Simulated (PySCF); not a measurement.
A mixed set of molecules.

All values: PBE0/pcSseg-1 (PySCF) at GFN2-xTB geometries, gas phase, one conformer each.

(1) Rank by HOMO–LUMO gap, highest first.
A. `F[Si@@H](NC/C=N\[H])N`
B. `N#C[Si](N)(C#N)C(F)(F)F`
C. `C[C@]1(C(F)(F)Cl)CO1`
D. `CO/C(=C/Cl)C(F)F`

(2) Rank by the highest IAO charge on any atom, lowest value first.
A. `CO/C(=C/Cl)C(F)F`
B. `N#C[Si](N)(C#N)C(F)(F)F`
C. `[SiH3]CSCO[SiH3]`
D. `[H]/N=C\CN[Si@@H](N)F`
E. `C[C@]1(C(F)(F)Cl)CO1`

(3) Rank by the lowest Hirshfeld charge on any atom, lowest value first.
A. `ClC(F)([C@@]1(OC1)C)F`
B. `N#C[Si](N)(C#N)C(F)(F)F`
C. `[SiH3]CSCO[SiH3]`
D. `CO/C(=C/Cl)C(F)F`
E. `[H]/N=C\CN[Si@@H](N)F`

## Answers

(1) C (8.90 eV), A (7.48 eV), B (7.24 eV), D (6.81 eV).

(2) A (+0.440 e), E (+0.548 e), C (+0.851 e), B (+1.151 e), D (+1.374 e).

(3) E (-0.316 e), B (-0.289 e), C (-0.204 e), A (-0.150 e), D (-0.108 e).

All values together:

| SMILES | formula | μ (D) | HOMO (eV) | LUMO (eV) | lowest IAO charge (e) | highest IAO charge (e) | lowest Hirshfeld charge (e) | highest Hirshfeld charge (e) |
| --- | --- | --- | --- | --- | --- | --- | --- | --- |
| C[C@]1(C(F)(F)Cl)CO1 | C4H5ClF2O | 2.65 | -8.54 | 0.36 | -0.443 (C) | +0.548 (C) | -0.150 (O) | +0.207 (C) |
| [H]/N=C\CN[Si@@H](N)F | C2H8FN3Si | 2.65 | -7.29 | 0.19 | -0.849 (N) | +1.374 (Si) | -0.316 (N) | +0.473 (Si) |
| N#C[Si](N)(C#N)C(F)(F)F | C3H2F3N3Si | 4.56 | -9.38 | -2.14 | -0.824 (N) | +1.151 (Si) | -0.289 (N) | +0.480 (Si) |
| CO/C(=C/Cl)C(F)F | C4H5ClF2O | 3.17 | -7.13 | -0.32 | -0.302 (O) | +0.440 (C) | -0.108 (F) | +0.136 (C) |
| [SiH3]CSCO[SiH3] | C2H10OSSi2 | 0.65 | -6.58 | 0.24 | -0.626 (C/O) | +0.851 (Si) | -0.204 (O) | +0.376 (Si) |

Conformers: `[CH3:1][C@:2]1([C:3]([F:4])([F:5])[Cl:6])[CH2:7][O:8]1` with C1–C2–C3–F4 -173°; `[H]/[N:1]=[CH:2]\[CH2:3][NH:4][Si@@H:5]([NH2:6])[F:7]` with N1–C2–C3–N4 -9°, C2–C3–N4–Si5 143°, C3–N4–Si5–N6 -163°, N4–Si5–N6–H -174° and 46°; `[N:1]#[C:2][Si:3]([NH2:4])([C:5]#[N:6])[C:7]([F:8])([F:9])[F:10]` with C2–Si3–N4–H -93° and 67°; `[CH3:1][O:2]/[C:3](=[CH:4]/[Cl:5])[CH:6]([F:7])[F:8]` with C1–O2–C3–C4 0°, O2–C3–C6–F7 55°; `[SiH3:1][CH2:2][S:3][CH2:4][O:5][SiH3:6]` with Si1–C2–S3–C4 -50°, C2–S3–C4–O5 74°, S3–C4–O5–Si6 77°.
